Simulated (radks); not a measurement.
Results of a calculation; reference values are marked as such.
Question: These are the eigenvalues of the occupied orbitals of an atom or ion with whole-number occupations (hartree). Level of theory: scalar-relativistic Kohn-Sham, PBEsol, spin-polarised, spherical densities, finite nucleus; Fermi nuclear charge, rms radius of each element as measured or else 0.836 A^(1/3) + 0.57 fm (a radial shooting solver on a logarithmic mesh with Libxc functionals).

orbital  eigenvalue
1s up     -459.1842
1s down   -459.1806
2s up     -59.01293
2s down   -59.01095
2p up     -51.92083
2p down   -51.91747
3s up      -7.82809
3s down    -7.82358
3p up      -5.61129
3p down    -5.60610
3d up      -1.95090
3d down    -1.94341
4s up      -0.65784
4s down    -0.60157
4p up      -0.26100
4p down    -0.20638

Which element is it, and in what charge state? The configuration may be excited. Open shells, if any, are filled with parallel spins first.

Answer: Z = 34, selenium, charge 0: Se in [Ar] 3d10 4s2 4p4. The list shows which subshells hold electrons but not how many an open one holds; the 1s level, -459.18 hartree, gives Z - s = 30.3 by -(Z - s)^2/2, which with screening and relativity narrows Z to a few neighbours, and the depths of the outer levels then fix element, charge and occupations together.
